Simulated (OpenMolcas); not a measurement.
Computed levels of 3s² 3p⁴ in ions with 16 electrons, in cm-1 above ³P₂.

```json
{
 "Program": "OpenMolcas",
 "Method": "CASSCF",
 "Basis": "ANO-RCC-VTZP",
 "Scalar Hamiltonian": "DKH2, point nucleus",
 "Spin-orbit coupling": "RASSI with atomic mean-field integrals over the reference wave functions, term energies averaged over their components"
}
```

Active space for each ion: 6 electrons in 4 orbitals (3s 3p).

```json
{"Level": "³P₁", "S": "367", "Ar2+": "1028"}
{"Level": "³P₀", "S": "536", "Ar2+": "1463"}
{"Level": "¹D₂", "S": "11740", "Ar2+": "17006"}
{"Level": "¹S₀", "S": "21467", "Ar2+": "31700"}
```

Q: Estimate ³P₀, ¹D₂, ¹S₀ for Cl+ from its neighbours S and Ar2+.

A: ³P₀ is fine structure, which grows about as the fourth power of a screened charge, so the fourth roots are averaged: ((536^0.25 + 1463^0.25) / 2)^4 = 914. The calculation gives 934, so the estimate is off by -2.1 %; the measured value is 996 (NIST Handbook of Basic Atomic Spectroscopic Data).
¹D₂ is another term, which grows about linearly with the charge: (11740 + 17006) / 2 = 14373. The calculation gives 14423, so the estimate is off by -0.3 %; the measured value is 11654 (NIST Handbook of Basic Atomic Spectroscopic Data).
¹S₀ is another term, which grows about linearly with the charge: (21467 + 31700) / 2 = 26584. The calculation gives 26647, so the estimate is off by -0.2 %; the measured value is 27878 (NIST Handbook of Basic Atomic Spectroscopic Data).

Without dynamic correlation excited terms often stand tens of per cent too high (terms of higher spin than the ground term too low), and those without a measured partner can miss by more than the paired ones (holds for S; Cl+). No level of 3s 3p⁵ was computed, though it lies in the active space (holds for S). Measured partners are found by configuration, term and J. A level has none where our copy of the source lacks it or the pairing is in doubt (some pairs that miss far off the trend of their configuration count as doubtful), and it then counts in no deviation. Only configurations of the active space appear.
